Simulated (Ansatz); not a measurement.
**A ladder of methods for SnH4 (SMILES [SnH4])**

SnH4: 5 atoms, total charge 0, spin state singlet. SMILES: `[SnH4]`. The coordinates come from a PBE0-D4/def2-TZVP relaxation.

```jsonl
{"atom": "Sn", "x (Å)": "0.0000", "y (Å)": "0.0000", "z (Å)": "0.0000"}
{"atom": "H", "x (Å)": "0.8239", "y (Å)": "-0.8535", "z (Å)": "1.2229"}
{"atom": "H", "x (Å)": "-1.5636", "y (Å)": "0.4034", "z (Å)": "0.5431"}
{"atom": "H", "x (Å)": "-0.1168", "y (Å)": "-0.9746", "z (Å)": "-1.3925"}
{"atom": "H", "x (Å)": "0.8565", "y (Å)": "1.4246", "z (Å)": "-0.3736"}
```

Each level gives the energy change with the Sn1–H4 bond stretched from 1.704 to 2.130 Å (eV). The values are calculated.

| level | kind | program | value (eV) | less FCI/STO-3G |
| --- | --- | --- | --- | --- |
| PBE/STO-3G (restricted) | GGA | Ansatz | 1.19 | +0.02 |
| r2SCAN/STO-3G (restricted) | meta-GGA | Ansatz | 1.29 | +0.12 |
| BHLYP/STO-3G (restricted) | global hybrid | Ansatz | 1.42 | +0.25 |
| CAM-B3LYP/STO-3G (restricted) | range-separated hybrid | Ansatz | 1.38 | +0.21 |
| wB97M-V/STO-3G (restricted) | range-separated hybrid | Ansatz | 1.36 | +0.19 |
| wB97X/STO-3G (restricted) | range-separated hybrid | Ansatz | 1.37 | +0.20 |
| MP2/STO-3G (restricted) | perturbation theory | Ansatz | 1.36 | +0.19 |
| CCSDT/STO-3G (restricted) | coupled cluster or CI | Ansatz | 1.17 | 0.00 |
| FCI/STO-3G | exact in the basis | Ansatz | 1.17 | 0.00 |

FCI/STO-3G is exact within its basis and frozen core, so for wave-function methods in that basis the difference is their error; functionals converge differently with the basis, so for them it is only a difference. All-electron rows without a relativistic Hamiltonian named are non-relativistic. The first shape isn't each level's own minimum. The values span 1.17 to 1.42 eV. All rows use very small basis sets, so even the best lies far from the true value. In the correlated wave-function rows the outer d shell of Sn is correlated, in sets not made for it.
